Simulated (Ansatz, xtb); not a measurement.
Energy difference R1 + R2 → P1 + P2, each structure at its B3LYP-D3(BJ)/def2-TZVP stationary point, reached from a drawn start (curvature not checked).
R1: Cl2O2W (SMILES [O]=[W](=[O])([Cl])[Cl]), charge 0, multiplicity 1.
P1: ClHO2W (SMILES [O]=[WH](=[O])[Cl]), charge 0, multiplicity 1.
R2, H2 (SMILES [H][H]) (charge 0, multiplicity 1):
| atom | x (Å) | y (Å) | z (Å) |
|---|---|---|---|
| H | 0.0000 | 0.0000 | 0.3720 |
| H | 0.0000 | 0.0000 | -0.3720 |
P2, HCl (SMILES Cl) (charge 0, multiplicity 1, Z-matrix in Å and degrees):
```
Cl
H 1 1.2820
```

P less R. No zero-point or thermal terms; no spin–orbit coupling.

Correlated levels freeze the cores.

Codes used: Ansatz (a program for electronic structure) with Gaussian orbitals; xtb for the GFN methods. All values are computed, each at the level named. Elements past Kr take the def2 small-core potentials, without spin–orbit coupling.

Task: One of these levels gives 31.92 kcal/mol for the reaction energy. Which one is it?
A) B97M-V/def2-TZVPP
B) CAM-B3LYP/def2-TZVPP
C) MP2/def2-SVP
D) GFN1-xTB

Result: C, MP2/def2-SVP. The others give 20.07 (GFN1-xTB), 28.56 (B97M-V/def2-TZVPP), 25.02 (CAM-B3LYP/def2-TZVPP)
